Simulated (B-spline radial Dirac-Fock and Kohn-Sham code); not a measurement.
# Binding energies of Cl³⁺

System: the Cl³⁺ ion, [Ne] 3s2 3p2; nuclear rms radius 3.3654 fm (A = 35).

Input of the calculation (task.json; shells as n, l, electrons):

```json
{"items": [{
  "Z": 17,
  "q": 3,
  "cfg": [[1, 0, 2], [2, 0, 2], [2, 1, 6], [3, 0, 2], [3, 1, 2]],
  "A": 35,
  "rrms": 3.3654,
  "do": ["binding"]
}]}
```

Run with: `python xray_run.py task.json out`

These are calculated numbers from a radial B-spline solver; the model is Dirac-Fock (average of configuration) total-energy differences with a finite nucleus, the Breit interaction including its frequency dependence, and self-energy and vacuum-polarisation corrections. No correlation. Energies are counted from the vacuum level.

All terms are in eV, carry their sign (relaxation lowers the binding energy) and add up to the binding energy; ⟨r⟩ is the mean radius of the orbital in the initial state.

| subshell | −ε (Koopmans) | relaxation | Breit | QED | binding energy | ⟨r⟩ (bohr) |
| --- | --- | --- | --- | --- | --- | --- |
| 1s | 2911.5 | -26.11 | -1.94 | -0.82 | 2882.7 | 0.091 |
| 2s | 335.4 | -5.73 | -0.09 | -0.07 | 329.5 | 0.438 |
| 2p1/2 | 265.7 | -6.89 | -0.16 | 0.01 | 258.6 | 0.403 |
| 2p3/2 | 263.9 | -6.78 | -0.09 | 0.01 | 257.0 | 0.405 |
| 3s | 65.69 | -0.54 | -0.01 | -0.01 | 65.14 | 1.407 |
| 3p | 51.88 | -0.42 | -0.01 | 0.00 | 51.44 | 1.528 |

For the deepest level, K (1s), the Breit terms make up -0.067 % of the binding energy, QED -0.029 % and orbital relaxation -0.906 %.

Spin-orbit splittings: 2p 1.58 eV.

Going to the tabulated ground configuration of the next ion removes an electron from M2,3 (3p), computed at 51.44 eV. NIST lists 53.24 ± 0.12 eV as the ionisation energy of this species (semi-empirical), +1.80 eV from the computed value. Where a p, d or f shell is open in either ion the computed value averages over both j values and all terms, while the table refers to the lowest levels; that difference holds spin-orbit splitting (largest in heavy or highly charged ions), term energies where several electrons share open shells, and correlation, and it can reach 10 % or more.
